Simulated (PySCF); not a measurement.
Compound: WO(OMe)4, C4H12O5W (singlet state).
Bonds: W1–O2, W1–O3, W1–O8, W1–O13, W1–O18, O3–C4, O8–C9, O13–C14, O18–C19. Hydrogens: H5, H6, H7 on C4; H10, H11, H12 on C9; H15, H16, H17 on C14; H20, H21, H22 on C19.

Computed by this run: PBE0-D3(BJ)/def2-SVP geometry optimisation, gas phase, def2 core potentials past Kr (PySCF); density fitting, grid level 1; the optimiser is geomeTRIC in internal coordinates, started from a GFN2-xTB structure with every atom displaced at random (about 0.03 Å).

Step 13: E = -16382.0077 eV
```
atom  x, y, z in Å  |  force x, y, z in eV/Å
W1     -0.0437   -0.0194    0.8831    0.088   0.142   0.024
O2     -0.0929   -0.0127    2.5798    0.009  -0.002  -0.023
O3      1.8007   -0.2900    0.5790    0.021  -0.148   0.012
C4      2.6028   -0.2682   -0.5562   -0.033   0.059   0.030
H5      2.2165   -0.9490   -1.3380    0.010   0.025  -0.006
H6      3.6233   -0.5840   -0.2919    0.041  -0.005  -0.001
H7      2.6429    0.7557   -0.9690   -0.013  -0.002  -0.018
O8      0.2870    1.7129    0.1236   -0.064  -0.006   0.017
C9     -0.4138    2.9198    0.1749    0.005  -0.061  -0.037
H10    -1.4811    2.7622    0.4127   -0.003   0.004   0.005
H11    -0.3438    3.4326   -0.7991    0.011   0.008   0.000
H12     0.0190    3.5801    0.9455   -0.009   0.008   0.015
O13    -1.8622    0.2732    0.4654   -0.003   0.061  -0.045
C14    -2.5974    0.3021   -0.7152   -0.020  -0.033   0.087
H15    -2.1641    1.0104   -1.4452    0.003  -0.012  -0.009
H16    -3.6294    0.6160   -0.4929   -0.016   0.002  -0.032
H17    -2.6242   -0.7031   -1.1724    0.018   0.000  -0.007
O18    -0.3038   -1.7664    0.1506   -0.049  -0.053   0.012
C19     0.4048   -2.9552    0.3389    0.013   0.010  -0.031
H20     1.4950   -2.7838    0.2963    0.015   0.003   0.003
H21     0.1277   -3.6757   -0.4475   -0.001   0.007  -0.004
H22     0.1728   -3.4026    1.3205   -0.025  -0.007   0.006
```

Step 14: E = -16382.0097 eV
```
atom  x, y, z in Å  |  force x, y, z in eV/Å
W1     -0.0396   -0.0188    0.8885    0.049   0.065  -0.012
O2     -0.0853   -0.0168    2.5848    0.001   0.012   0.015
O3      1.8044   -0.2953    0.5837    0.019  -0.123  -0.005
C4      2.6062   -0.2679   -0.5521   -0.074   0.090   0.022
H5      2.2185   -0.9418   -1.3388    0.010   0.001  -0.001
H6      3.6261   -0.5846   -0.2901    0.062  -0.013   0.001
H7      2.6443    0.7578   -0.9613   -0.002  -0.001  -0.004
O8      0.2866    1.7102    0.1265   -0.025   0.021   0.002
C9     -0.4180    2.9148    0.1645    0.010  -0.045  -0.035
H10    -1.4897    2.7530    0.3783   -0.004   0.005   0.009
H11    -0.3273    3.4292   -0.8069    0.009   0.010   0.004
H12    -0.0047    3.5742    0.9463   -0.009   0.015   0.014
O13    -1.8600    0.2775    0.4745    0.010   0.057  -0.016
C14    -2.5963    0.3059   -0.7051    0.012  -0.058   0.060
H15    -2.1610    1.0108   -1.4373   -0.006  -0.001  -0.007
H16    -3.6285    0.6206   -0.4848   -0.013   0.001  -0.025
H17    -2.6209   -0.6998   -1.1614    0.000  -0.001  -0.005
O18    -0.3049   -1.7635    0.1527   -0.049  -0.035   0.011
C19     0.4028   -2.9542    0.3335   -0.020   0.030  -0.022
H20     1.4928   -2.7831    0.2913    0.019  -0.005  -0.004
H21     0.1202   -3.6677   -0.4569    0.018  -0.012  -0.005
H22     0.1700   -3.4056    1.3131   -0.019  -0.014   0.004
```

Step 15: E = -16382.0130 eV
```
atom  x, y, z in Å  |  force x, y, z in eV/Å
W1     -0.0354   -0.0182    0.9023    0.023  -0.005  -0.043
O2     -0.0782   -0.0191    2.5983    0.000   0.021   0.039
O3      1.8095   -0.3060    0.6014   -0.015  -0.090  -0.025
C4      2.6083   -0.2604   -0.5362   -0.074   0.105   0.003
H5      2.2200   -0.9215   -1.3330    0.009  -0.030   0.005
H6      3.6305   -0.5770   -0.2821    0.051  -0.007  -0.005
H7      2.6380    0.7703   -0.9341    0.014   0.001   0.018
O8      0.2916    1.7026    0.1262    0.006   0.022   0.006
C9     -0.4142    2.9065    0.1387    0.010  -0.017  -0.009
H10    -1.4913    2.7440    0.3227    0.000   0.006   0.004
H11    -0.2939    3.4173   -0.8313    0.001   0.005   0.005
H12    -0.0266    3.5697    0.9307   -0.004   0.010   0.006
O13    -1.8583    0.2843    0.4984    0.008   0.071  -0.004
C14    -2.5952    0.3025   -0.6802    0.031  -0.083  -0.010
H15    -2.1588    0.9978   -1.4213   -0.010   0.014   0.005
H16    -3.6288    0.6186   -0.4683   -0.003  -0.002  -0.002
H17    -2.6151   -0.7068   -1.1295   -0.018  -0.005   0.010
O18    -0.3138   -1.7561    0.1531   -0.009  -0.008   0.027
C19     0.3950   -2.9498    0.3140   -0.064   0.038  -0.005
H20     1.4851   -2.7785    0.2743    0.009  -0.011  -0.010
H21     0.1071   -3.6487   -0.4872    0.039  -0.023  -0.010
H22     0.1603   -3.4166    1.2862   -0.005  -0.012  -0.004
```

Step 16: E = -16382.0162 eV
```
atom  x, y, z in Å  |  force x, y, z in eV/Å
W1     -0.0337   -0.0172    0.9171    0.001  -0.063  -0.042
O2     -0.0725   -0.0170    2.6134   -0.003   0.022   0.034
O3      1.8112   -0.3181    0.6174   -0.039  -0.059  -0.042
C4      2.5995   -0.2455   -0.5262   -0.032   0.089  -0.008
H5      2.2093   -0.8936   -1.3325    0.005  -0.043   0.005
H6      3.6276   -0.5592   -0.2887    0.018   0.005  -0.005
H7      2.6156    0.7922   -0.9065    0.019   0.002   0.028
O8      0.3000    1.6941    0.1269    0.019   0.021   0.009
C9     -0.4000    2.9006    0.1192    0.004   0.021   0.018
H10    -1.4827    2.7432    0.2718    0.000  -0.001  -0.003
H11    -0.2475    3.4118   -0.8460   -0.005  -0.001   0.003
H12    -0.0355    3.5628    0.9234    0.003   0.000  -0.003
O13    -1.8590    0.2918    0.5212    0.024   0.086  -0.003
C14    -2.5889    0.2885   -0.6617    0.029  -0.095  -0.054
H15    -2.1489    0.9706   -1.4130   -0.012   0.021   0.010
H16    -3.6255    0.6050   -0.4656    0.004  -0.001   0.017
H17    -2.6010   -0.7283   -1.0947   -0.023  -0.005   0.018
O18    -0.3266   -1.7482    0.1549    0.035  -0.013   0.047
C19     0.3826   -2.9450    0.2987   -0.090   0.038   0.006
H20     1.4732   -2.7738    0.2649   -0.001  -0.007  -0.009
H21     0.0959   -3.6317   -0.5134    0.040  -0.014  -0.017
H22     0.1432   -3.4279    1.2623    0.005  -0.002  -0.008
```

Problem. Estimate the geometry and energy of step 17. (The exact step hangs on the optimiser's Hessian estimate; all steps are aligned on step 16, rigid shifts and turns removed.)

Solution. E = -16382.0194 eV, largest force 0.108 eV/Å
```
atom  x, y, z in Å  |  force x, y, z in eV/Å
W1     -0.0323   -0.0150    0.9298   -0.002  -0.077  -0.039
O2     -0.0683   -0.0077    2.6265   -0.003   0.008   0.015
O3      1.8117   -0.3298    0.6279   -0.061  -0.024  -0.052
C4      2.5885   -0.2279   -0.5214    0.032   0.044  -0.012
H5      2.1987   -0.8662   -1.3361    0.001  -0.030   0.008
H6      3.6234   -0.5363   -0.3011   -0.022   0.016   0.001
H7      2.5908    0.8171   -0.8813    0.013   0.001   0.021
O8      0.3105    1.6892    0.1295    0.028   0.001   0.019
C9     -0.3818    2.8995    0.1070   -0.010   0.043   0.035
H10    -1.4691    2.7474    0.2291   -0.001  -0.006  -0.007
H11    -0.1990    3.4136   -0.8512   -0.006  -0.006  -0.001
H12    -0.0381    3.5577    0.9239    0.008  -0.009  -0.009
O13    -1.8583    0.2995    0.5378    0.032   0.100  -0.022
C14    -2.5809    0.2673   -0.6494    0.003  -0.091  -0.058
H15    -2.1404    0.9350   -1.4134   -0.006   0.019   0.013
H16    -3.6205    0.5830   -0.4679    0.008   0.001   0.027
H17    -2.5859   -0.7591   -1.0596   -0.015  -0.002   0.018
O18    -0.3395   -1.7409    0.1593    0.046  -0.013   0.060
C19     0.3659   -2.9417    0.2872   -0.071   0.022   0.014
H20     1.4571   -2.7728    0.2598   -0.007  -0.004  -0.001
H21     0.0830   -3.6178   -0.5354    0.024   0.004  -0.023
H22     0.1206   -3.4392    1.2420    0.011   0.004  -0.008
```

The energy changes by -0.0032 eV. The first-order estimate −F·Δx gives -0.0038 eV and the mean of the old and new forces, exact on a quadratic surface, -0.0026 eV. The step makes an angle of 84° with the force vector and moves no atom by more than 0.049 Å.

The cost below is that of the whole optimisation. On one thread of an Intel Xeon at 2.50 GHz, no GPU, shared host, this took 38 min and 1.1 GiB of memory at its peak.
